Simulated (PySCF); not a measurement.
PySCF input (BP86/def2-SVP):

```python
from pyscf import gto, dft

mol = gto.M(
    atom='''
    C    -2.45534800   -0.27260600   -0.44684200
    C    -1.53108800    0.08178900    0.41279500
    B    -0.01849900    0.04078700    0.11428200
    Cl    1.11811000    0.54446900    1.35778600
    Cl    0.61038200   -0.49431500   -1.43250400
    H    -3.53197300   -0.34057200   -0.50115900
    H    -1.84128800    0.42893400    1.40424600
    ''',
    basis='def2-svp',
    charge=0,
    spin=1,
    verbose=4,
)

mf = dft.UKS(mol, xc='bp86')
mf.grids.level = 3
mf.conv_tol = 1e-9
mf.max_cycle = 100
mf.max_memory = 1500
mf.kernel()
if not mf.converged:
    mf = mf.newton()
    mf.kernel(mf.make_rdm1())
mo, _, stable, _ = mf.stability(return_status=True)
if not stable:
    mf.kernel(mf.make_rdm1(mo, mf.mo_occ))
    stable = mf.stability(return_status=True)[2]
mf.dip_moment()
```

From the output:

```
  HOMO = -0.19014716369  LUMO = -0.114606135363  gap/eV = 2.05558
cycle= 2 E= -1022.29038596139  delta_E= 0.0383  |g|= 0.371  |ddm|= 0.696
  alpha nocc = 27  HOMO = -0.195868808813198  LUMO = -0.0958271275671811
  beta  nocc = 26  HOMO = -0.267166833848664  LUMO = -0.115471482338517
  HOMO = -0.195868808813  LUMO = -0.115471482339  gap/eV = 2.18772
cycle= 3 E= -1022.36079203391  delta_E= -0.0704  |g|= 0.105  |ddm|= 0.435
  alpha nocc = 27  HOMO = -0.212801189077137  LUMO = -0.101604218008815
  beta  nocc = 26  HOMO = -0.271966503272918  LUMO = -0.129878518215229
  HOMO = -0.212801189077  LUMO = -0.129878518215  gap/eV = 2.25644
cycle= 4 E= -1022.36702296344  delta_E= -0.00623  |g|= 0.03  |ddm|= 0.125
  alpha nocc = 27  HOMO = -0.21169592935194  LUMO = -0.103648355238191
  beta  nocc = 26  HOMO = -0.272982490201385  LUMO = -0.125621593621699
  HOMO = -0.211695929352  LUMO = -0.125621593622  gap/eV = 2.34220
cycle= 5 E= -1022.36749584158  delta_E= -0.000473  |g|= 0.0144  |ddm|= 0.0436
  alpha nocc = 27  HOMO = -0.211313698174625  LUMO = -0.101568933163295
  beta  nocc = 26  HOMO = -0.271782039837996  LUMO = -0.123761553085281
  HOMO = -0.211313698175  LUMO = -0.123761553085  gap/eV = 2.38242
cycle= 6 E= -1022.36762280225  delta_E= -0.000127  |g|= 0.00388  |ddm|= 0.0179
  alpha nocc = 27  HOMO = -0.212147510866549  LUMO = -0.101792920988648
  beta  nocc = 26  HOMO = -0.272358538091992  LUMO = -0.12415076587036
  HOMO = -0.212147510867  LUMO = -0.12415076587  gap/eV = 2.39451
cycle= 7 E= -1022.36763384547  delta_E= -1.1e-05  |g|= 0.00154  |ddm|= 0.00709
  alpha nocc = 27  HOMO = -0.212057078558709  LUMO = -0.101484249261687
  beta  nocc = 26  HOMO = -0.272139883266457  LUMO = -0.123563796369896
  HOMO = -0.212057078559  LUMO = -0.12356379637  gap/eV = 2.40802
cycle= 8 E= -1022.36763788497  delta_E= -4.04e-06  |g|= 0.00043  |ddm|= 0.00426
  alpha nocc = 27  HOMO = -0.212133020946212  LUMO = -0.101459657727927
  beta  nocc = 26  HOMO = -0.272179309132429  LUMO = -0.123587173712395
  HOMO = -0.212133020946  LUMO = -0.123587173712  gap/eV = 2.40946
cycle= 9 E= -1022.36763822322  delta_E= -3.38e-07  |g|= 0.000284  |ddm|= 0.00157
  alpha nocc = 27  HOMO = -0.212134361115159  LUMO = -0.10143748685977
  beta  nocc = 26  HOMO = -0.272169482112523  LUMO = -0.123577956501889
  HOMO = -0.212134361115  LUMO = -0.123577956502  gap/eV = 2.40974
cycle= 10 E= -1022.36763828107  delta_E= -5.78e-08  |g|= 0.00013  |ddm|= 0.000703
  alpha nocc = 27  HOMO = -0.212122086932601  LUMO = -0.101424739457288
  beta  nocc = 26  HOMO = -0.272161688263199  LUMO = -0.123567796574922
  HOMO = -0.212122086933  LUMO = -0.123567796575  gap/eV = 2.40968
cycle= 11 E= -1022.36763829336  delta_E= -1.23e-08  |g|= 2.98e-05  |ddm|= 0.000267
  alpha nocc = 27  HOMO = -0.212122893006655  LUMO = -0.101425076007728
  beta  nocc = 26  HOMO = -0.27216664736448  LUMO = -0.123570131487678
  HOMO = -0.212122893007  LUMO = -0.123570131488  gap/eV = 2.40964
cycle= 12 E= -1022.36763829346  delta_E= -9.89e-11  |g|= 2.8e-05  |ddm|= 6.17e-05
  alpha nocc = 27  HOMO = -0.212126576328982  LUMO = -0.101426091213537
  beta  nocc = 26  HOMO = -0.272162640860459  LUMO = -0.123575956514579
  HOMO = -0.212126576329  LUMO = -0.123575956515  gap/eV = 2.40959
Extra cycle  E= -1022.36763829138  delta_E= 2.08e-09  |g|= 6.62e-05  |ddm|= 8.88e-05
converged SCF energy = -1022.36763829138  <S^2> = 0.75904954  2S+1 = 2.0090292
uhf_internal: lowest eigs of H = [0.18650434 0.21967602 0.2783349 ]
<class 'pyscf.dft.uks.UKS'> wavefunction is stable in the internal stability analysis
Dipole moment(X, Y, Z, Debye): -1.81767,  0.11308,  0.53398
```

The geometry given is a B3LYP-D3(BJ)/def2-TZVP minimum.
